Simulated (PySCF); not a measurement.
BH₃NOSi (calculated)

All values are calculated (PySCF 2.14.0). Calculation on a computer-drawn molecule: the log of a Hartree-Fock and frozen-core CCSD(T) single point meant for a local Hartree-Fock minimum, with one planted fault or none, to be diagnosed. Offsets are logged minus clean, where the clean run is the same molecule without the fault. The reference is restricted for singlets and unrestricted otherwise, and also for a bond in bohr or an excited solution. Adding or removing an electron swaps singlet and doublet. The excited solution moves the top pair (singlet) or top alpha electron (doublet) to the lowest empty orbital. Highest occupied and lowest empty are orbital energies over both spins, largest force is the largest gradient component, triples share is (T) over the correlation energy, the T1 limit is 0.02 restricted and 0.045 unrestricted, electrons count all cores, a negative frequency is imaginary (commonest isotopes), and the dipole is about the centre of nuclear charge.

```yaml
- formula: BH3NOSi
  logged_structure:
    atoms_angstrom:
      - ["N", 1.0036, 1.9925, -2.0197]
      - [B, 0.8097, 0.9834, -1.3766]
      - [O, 0.5735, -0.1452, -0.6487]
      - [Si, -0.2108, -1.1443, 0.2529]
      - [H, 1.1835, 2.8073, -2.5494]
      - [H, -1.5633, -0.8081, 0.6731]
      - [H, 0.484, -2.3679, 0.6162]
  given:
    meant_charge: 1
    meant_multiplicity: 1
    meant_basis: "cc-pV(D+d)Z"
    logged_electrons: 37
    logged_basis_functions: 80
    logged_SCF_converged: "yes"
    logged_spin_squared: 0.7696
    "logged_highest_occupied [eV]": -6.9913
    "logged_lowest_empty [eV]": 2.509
    "logged_largest_force [hartree/bohr]": 0.075852
    logged_T1_diagnostic: 0.015645
    logged_D1_diagnostic: 0.040644
    logged_triples_share: 0.028569
    logged_CC_converged: "yes"
    "logged_dipole_magnitude [debye]": 0.28708
    logged_SCF_stable_within_its_kind: "yes"
    "logged_energy_HF [hartree]": -444.69545
    "logged_energy_CCSD(T) [hartree]": -445.2404
    possible_faults: "no fault, one electron removed, one electron added, multiplicity raised by two, geometry at a saddle point, SCF held on an excited solution, minimal basis STO-3G, one bond length entered in bohr, all coordinates scaled"
    drawn_bonds_atom: [1, 2, 3, 1, 4, 4]
    drawn_bonds_other_atom: [2, 3, 4, 5, 6, 7]
    drawn_bonds_order: [2, 1, 1, 1, 1, 1]
  results:
    planted_fault: "one electron added"
    "HF_energy_offset_from_clean_run [kcal/mol]": -144.3
    "CCSD(T)_energy_offset_from_clean_run [kcal/mol]": -149.0
```
